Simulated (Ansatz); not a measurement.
Calculated with Ansatz (gas phase, PBE0-D4/def2-TZVP geometries, no zero-point term in ΔE). CCSD(T)/CBS adds triple-zeta CCSD(T) − MP2 to the extrapolated MP2 energy (def2 sets, frozen cores). Functionals use def2-TZVPP. For Ge, Se outer-core shells are correlated without core-valence functions, which leaves a few kJ/mol of doubt a bond. Scalar relativity is left out up to krypton. Each species was taken in one conformer, which may not be the lowest.

`COC(F)[SeH]` + `C[O][GeH3]` → `C[O][GeH2][SeH]` + `COCF`  (formal exchange of groups at the Se–C bond)

`COC(F)[SeH]`:

Cartesian coordinates in Å:
```
C 0.487 -0.317 -1.361
O 0.142 0.578 -0.312
C -0.049 -0.036 0.882
F 1.146 -0.452 1.424
Se -0.807 1.226 2.177
H 0.520 0.274 -2.274
H 1.464 -0.771 -1.183
H -0.269 -1.104 -1.464
H -0.678 -0.929 0.795
H -1.956 1.531 1.316
```

`C[O][GeH3]`:

Z-matrix (Å, degrees):
```
C
O 1 1.406
H 1 1.099 2 112.2
H 1 1.093 2 108.1 3 119.0
H 1 1.099 2 112.2 3 -122.0
Ge 2 1.779 1 117.8 3 61.0
H 6 1.542 2 108.9 1 -59.8
H 6 1.531 2 104.9 1 -180.0
H 6 1.542 2 108.9 1 59.9
```

`C[O][GeH2][SeH]`:

Cartesian coordinates in Å:
```
C 1.288 -0.323 -0.901
O 0.318 0.686 -0.741
Ge -1.204 0.293 0.080
Se -0.817 -0.473 2.272
H 2.147 0.117 -1.412
H 1.624 -0.724 0.063
H 0.915 -1.157 -1.512
H -1.896 -0.881 -0.635
H -1.988 1.606 0.060
H -0.388 0.856 2.727
```

`COCF`:

Z-matrix (Å, degrees):
```
C
O 1 1.414
H 1 1.097 2 110.8
H 1 1.089 2 107.0 3 118.9
H 1 1.093 2 111.3 3 -121.6
C 2 1.362 1 114.0 3 55.1
F 6 1.383 2 111.4 1 70.0
H 6 1.099 2 112.1 1 -48.8
H 6 1.091 2 107.6 1 -172.1
```

Question: Is it downhill or uphill in electronic energy at CCSD(T)/CBS, and by how much? (An estimate is asked.)

Answer: Ansatz gave: Downhill: ΔE = -1.29 eV.

Question: What do these levels give: PBE0-D4, ωB97X-V, B2PLYP, PBE, PBE0, HF/def2-TZVPP, MP2/def2-TZVPP, SCS-MP2/def2-TZVPP, CCSD/def2-TZVPP, CCSD(T)/def2-TZVPP, HF/def2-QZVPP, SCS-MP2/def2-QZVPP? (Best estimate.)

Answer: Computed: PBE0-D4 -1.30, ωB97X-V -1.25, B2PLYP -1.28, PBE -1.24, PBE0 -1.30, HF/def2-TZVPP -1.38, MP2/def2-TZVPP -1.31, SCS-MP2/def2-TZVPP -1.28, CCSD/def2-TZVPP -1.28, CCSD(T)/def2-TZVPP -1.27, HF/def2-QZVPP -1.37, SCS-MP2/def2-QZVPP -1.29 eV.

Largest T1 diagnostic among the species: 0.011.

In def2-TZVPP, CCSD(T) changes the Hartree–Fock value by +0.11 eV (the triples alone add +0.02 eV) and MP2 by +0.07 eV. From PBE to PBE0 (25 % exact exchange), in def2-TZVPP and without D4, ΔE moves by −0.06 eV.
